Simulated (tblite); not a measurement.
Parent: `[CH3:1][S:2][Si@@H:3]1[NH:4][CH2:5][CH2:6][SiH2:7]1` with C1–S2–Si3–N4 177°, S2–Si3–N4–C5 -152°, Si3–N4–C5–C6 50°, N4–C5–C6–Si7 -45°, C5–C6–Si7–Si3 23°, C3H11NSSi2.

Structures optimised with GFN2-xTB, isolated species. One conformer each, not checked by frequencies here.

```
coordinate of the parent    value
                   C1–S2  1.815 Å
                  S2–Si3  2.152 Å
                  Si3–N4  1.712 Å
                   N4–C5  1.448 Å
                   C5–C6  1.530 Å
                  C6–Si7  1.913 Å
                 Si3–Si7  2.306 Å
               C1–S2–Si3    97.1°
               S2–Si3–N4   106.3°
              S2–Si3–Si7   122.3°
              N4–Si3–Si7    92.6°
               Si3–N4–C5   117.5°
                N4–C5–C6   110.0°
               C5–C6–Si7   108.6°
              Si3–Si7–C6    91.5°
```

**Question.** How does the shared frame change in `[CH:1]#[C:2][Si@@H:3]1[CH2:4][CH2:5][NH:6][Si@@H:7]1[S:8][CH3:9]` with N6–Si7–S8–C9 -176°, C2–Si3–C4–C5 -87°, Si3–C4–C5–N6 -45°, C4–C5–N6–Si7 38°, C5–N6–Si7–S8 108°, C5H11NSSi2? Atoms pair as C1 = C9, S2 = S8, Si3 = Si7, N4 = N6, C5 = C5, C6 = C4, Si7 = Si3 (parent first).

**Answer.** 
```
    parent    relative  value in the relative  change
     C1–S2       C9–S8                1.817 Å  +0.002
    S2–Si3      S8–Si7                2.167 Å  +0.015
    Si3–N4      Si7–N6                1.717 Å  +0.005
     N4–C5       N6–C5                1.454 Å  +0.006
     C5–C6       C5–C4                1.527 Å  -0.003
    C6–Si7      C4–Si3                1.914 Å  +0.001
   Si3–Si7     Si7–Si3                2.308 Å  +0.002
 C1–S2–Si3   C9–S8–Si7                  98.3°    +1.2
 S2–Si3–N4   S8–Si7–N6                 112.0°    +5.7
S2–Si3–Si7  S8–Si7–Si3                 117.7°    -4.6
N4–Si3–Si7  N6–Si7–Si3                  93.0°    +0.4
 Si3–N4–C5   Si7–N6–C5                 120.3°    +2.8
  N4–C5–C6    N6–C5–C4                 110.8°    +0.8
 C5–C6–Si7   C5–C4–Si3                 108.7°    +0.1
Si3–Si7–C6  Si7–Si3–C4                  90.8°    -0.7
```

Of the parent's bonds, S2–Si3 changes most (+0.015 Å). Bonds of the relative outside the shared frame: C1≡C2 1.204, C2–Si3 1.853 Å. Point group C1 → C1.

The numbers are calculated, not measured.
